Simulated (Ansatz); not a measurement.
A structure relaxed at r2SCAN-D4/def2-SVPD in Ansatz, charge -1, singlet:

```xyz
8

Na    1.5866    1.6400   -0.4639
Na    1.6262   -1.5225    0.6638
Na    4.8430    0.1676    0.3088
Sn   -3.3604   -0.1163   -0.2152
Sn   -0.8694    0.5124    1.4812
Sn   -0.6367   -0.5686   -1.5748
Sn   -1.5699   -2.2322    0.6714
Sn   -1.6194    2.1196   -0.8714
```

Problem. Give its formula and point group.

Solution. the cluster Na₃Sn₅⁻. Point group C2v (tolerance 0.1 Å).

Problem. Summarise the bond lengths by kind (pairs closer than 1.2 times the sum of covalent radii, bridged metal pairs left out).

Solution. 9 × Sn–Sn 2.91 to 3.25 Å; 6 × Na–Sn 3.27 to 3.33 Å; 3 × Na–Na 3.36 to 3.66 Å.

In the def2 sets Sn takes a core potential; there is no spin–orbit coupling. The restricted singlet is unstable towards broken spin symmetry in Hartree–Fock (as tested in another run); at r2SCAN-D4/def2-SVPD this wasn't settled. The structure comes from a short search, and lower isomers may exist.
